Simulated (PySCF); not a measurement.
## Name the molecule from its bond curve

A diatomic of charge 0 contains K. Its singlet curve at PBE0 in a triple-zeta basis (spin-free X2C with a Gaussian nucleus, PySCF), in eV from the separated fragments:

```csv
R (Å),E (eV)
3.043,-0.478
3.185,-0.547
3.327,-0.588
3.433,-0.603
3.539,-0.608
3.645,-0.604
3.787,-0.587
3.964,-0.551
4.176,-0.492
4.459,-0.397
```

The fit gives ωe = 123 cm⁻¹ and the rotational constant Bₑ = 0.09301 cm⁻¹.

Problem. Which atom is the partner?

Solution. The minimum lies at 3.540 Å, so the reduced mass is 16.8576 u Å² cm⁻¹/(Bₑ·Re²) = 14.46 u. With K at 38.96 u the partner weighs about 23.0 u: Na. The molecule is KNa.

Closed-shell solutions of metal pairs were not tested for spin polarisation, which can lower them a little.
